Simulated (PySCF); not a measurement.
How methods differ on the ionisation energy of Fe

Fe [Ar] 3d6 4s2 (5D) → Fe⁺ [Ar] 3d6 4s1 (6D), as a difference of total energies. Calculation: PySCF 2.14, in x2c-TZVPPall (6s5p4d2f1g, 64 functions); scalar relativity by spin-free X2C-1e. Correlated levels: valence: [Ar] frozen. The calculations carry no spin-orbit coupling.

Q: Order these methods by the ionisation energy they give, lowest first.
A. CCSD(T) (valence)
B. MP2 (valence)
C. UHF
D. CCSD (valence)

A: C (6.436 eV), B (7.439 eV), D (7.644 eV), A (7.729 eV).

Errors of the correlated levels include the incompleteness of this basis and the frozen core.

For comparison: 7.904 eV (measured; NIST levels, between the centres of gravity of the two terms).
